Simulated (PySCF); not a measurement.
C4H12N (SMILES C[N+](C)(C)C), charge +1, singlet, geometry from GFN2-xTB. Base run: B3LYP/3-21G (PySCF).

The PySCF input:
```python
from pyscf import gto, scf, dft

mol = gto.Mole()
mol.atom = '''
    C    -0.253427   -0.622842   -1.311803
    N     0.000000    0.000000    0.000000
    C     0.069351    1.464142   -0.156408
    C    -1.093571   -0.343916    0.926720
    C     1.277647   -0.497384    0.541491
    H    -1.194908   -0.264612   -1.724653
    H    -0.307283   -1.705567   -1.211971
    H     0.547009   -0.377351   -2.007645
    H     0.256317    1.938503    0.805458
    H    -0.868423    1.846340   -0.555988
    H     0.873494    1.733601   -0.838981
    H    -2.044701    0.017517    0.539579
    H    -1.157076   -1.423437    1.052261
    H    -0.919961    0.109679    1.901025
    H     1.241374   -1.578668    0.662609
    H     2.095667   -0.250453   -0.133066
    H     1.478490   -0.045551    1.511372
'''
mol.basis = '3-21g'
mol.charge = 1
mol.spin = 0
mol.verbose = 4
mol.build()

mf = dft.RKS(mol)
mf.xc = 'b3lyp'
mf.kernel()
```

Variants of this job, named by their change:

```csv
change,ΔE vs base (mEh),fitting functions
base,0.000,-
only_dfj = on; auxbasis = def2-universal-jfit,-0.488,377
auxbasis = cc-pvtz-jkfit,-0.098,755
auxbasis = even-tempered beta=3.0,…,…
auxbasis = default (with mf = mf.density_fit()),-0.215,593
auxbasis = autoaux,…,…
auxbasis = def2-svp-ri,-8.356,408
"exchange = seminumerical (SGX) (with mf = sgx.sgx_fit(mf, auxbasis='def2-universal-jfit'); with mf.with_df.dfj = True)",-0.488,377
auxbasis = def2-universal-jfit,…,377
auxbasis = cc-pvqz-jkfit,-0.053,1142
```

Task: Some entries are withheld; supply them.

Result: 
- auxbasis = even-tempered beta=3.0, ΔE vs base (mEh): -15.630
- auxbasis = even-tempered beta=3.0, fitting functions: 233
- auxbasis = autoaux, ΔE vs base (mEh): -10.420
- auxbasis = autoaux, fitting functions: 454
- auxbasis = def2-universal-jfit, ΔE vs base (mEh): 0.100

A fitting set is made for a task (jfit for Coulomb, jkfit for Coulomb and exchange, ri for correlation) and for a family of orbital bases.
